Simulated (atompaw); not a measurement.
Ranking PAW (atompaw) potentials for Fe (Z = 26)

All share these settings but for the change named:

iron (Fe), PAW, made with atompaw 4.2.0.5 (PBE, scalar-relativistic). Core [Ne], reference 3s2 3p6 3d6 4s2 4p0. Waves: 3s (bound): rc 1.45 bohr; 4s (bound): rc 1.25 bohr; 3p (bound): rc 1.45 bohr; 4p (bound, empty): rc 1.50 bohr; 3d (bound): rc 1.50 bohr; 3d channel at 2.95 Ry: rc 1.45 bohr. Local part: bessel scheme, radius 1.05 bohr. Core correction: smooth core density matched at 1.05 bohr. Augmentation charge: gaussian compensation charge, radius 1.15 bohr; PAW radius 1.50 bohr; waves and projectors: custom polynom vanderbiltortho.

Cutoff: the first of the cutoffs (Ry, on a coarse ladder) from which the occupation-weighted sum of valence levels, in a spherical-Bessel basis at the reference potential, stays within 10 and 1 mRy of its value at 400 Ry; the density cutoff is not measured.

The base gives 70 Ry.

Of 6 variants that were run, those that failed, showed a ghost or another fault, or gave nearly equal values are left out.

A variant can come out equal or close to the base.

Problem. Rank these variants from softest to hardest (loose cutoff).
A. wave 3d channel at 2.95 Ry: rc 1.45 bohr becomes 3d channel at 2.95 Ry: rc 0.76 bohr
B. core [Ne] 3s2, valence charge 14; reference 3p6 3d6 4s2 4p0; waves now 4s (bound): rc 2.70 bohr; 4s channel at 3.65 Ry: rc 2.70 bohr; 3p (bound): rc 1.20 bohr; 4p (bound): rc 1.60 bohr; 3d (bound): rc 1.30 bohr; 3d channel at 0.3 Ry: rc 1.30 bohr; local potential bessel scheme, radius 2.15 bohr; core correction smooth core density matched at 1.85 bohr; augmentation gaussian compensation charge, radius 2.35 bohr; PAW radius 2.70 bohr; waves and projectors: custom polynom vanderbiltortho
C. wave 3d channel at 2.95 Ry: rc 1.45 bohr becomes 3d channel at 2.95 Ry: rc 1.28 bohr

Solution. A (60 Ry), C (70 Ry), B (90 Ry).
